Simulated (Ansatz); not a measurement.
Energy difference R1 → P1, each structure at its B3LYP-D3(BJ)/def2-TZVP stationary point, reached from a drawn start; harmonic modes at that level show minima.
R1, CHN (SMILES [C-]#[NH+]) (charge 0, multiplicity 1):
```xyz
3

H      0.00000     0.00000    -1.05295
N      0.00000     0.00000    -0.05550
C      0.00000     0.00000     1.10855
```
P1, CHN (SMILES C#N) (charge 0, multiplicity 1):
| atom | x (Å) | y (Å) | z (Å) |
|---|---|---|---|
| C | 0.0203 | 0.0061 | -0.0159 |
| N | -0.8564 | -0.2569 | 0.6740 |
| H | 0.8361 | 0.2509 | -0.6581 |

P less R. No zero-point or thermal terms.

Cores are frozen in the correlated methods.

Codes used: Ansatz (Gaussian basis) for Hartree–Fock, density functionals and correlated methods. Each number belongs to the level named beside it.

Total energies in hartree:

```csv
structure,PBE/def2-TZVPP,B3LYP/def2-TZVPP,CCSD(T)/cc-pVQZ
R1,-93.323446,-93.442480,-93.277543
P1,-93.347154,-93.464655,-93.301073
```

### Question
Work out the reaction energy at each level in kcal/mol (1 hartree = 627.50947 kcal/mol), and say how far PBE/def2-TZVPP lies from CCSD(T)/cc-pVQZ.

### Answer
- PBE/def2-TZVPP: (-93.347154) − (-93.323446) = -0.023708 hartree = -14.88 kcal/mol
- B3LYP/def2-TZVPP: (-93.464655) − (-93.442480) = -0.022175 hartree = -13.92 kcal/mol
- CCSD(T)/cc-pVQZ: (-93.301073) − (-93.277543) = -0.023530 hartree = -14.77 kcal/mol
PBE/def2-TZVPP less CCSD(T)/cc-pVQZ: -0.11 kcal/mol. CCSD(T)/cc-pVQZ is the level counted from, the highest shown, and no exact or measured value.

Ansatz is a quantum-chemistry and plane-wave program.
